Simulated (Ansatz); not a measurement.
FHZn (SMILES [F][ZnH]) moved off its minimum; all values from Ansatz (an electronic-structure program), cores frozen in correlated methods.
(charge 0, multiplicity 1)
```xyz
3

Zn     0.0666    -0.0447    -0.3544
H      0.0082     0.0428    -1.7771
F     -0.2538     0.0074     1.3608
```

Q: Give the forces (eV/Å), the total energy and the dipole at CCSD(T)/def2-TZVPPD.

A: 
```tsv
atom	Fx	Fy	Fz
Zn1	-0.420	0.120	1.098
H2	0.227	-0.033	-1.312
F3	0.193	-0.088	0.214
```
Energy -1878.6354 hartree, dipole 2.28 D.
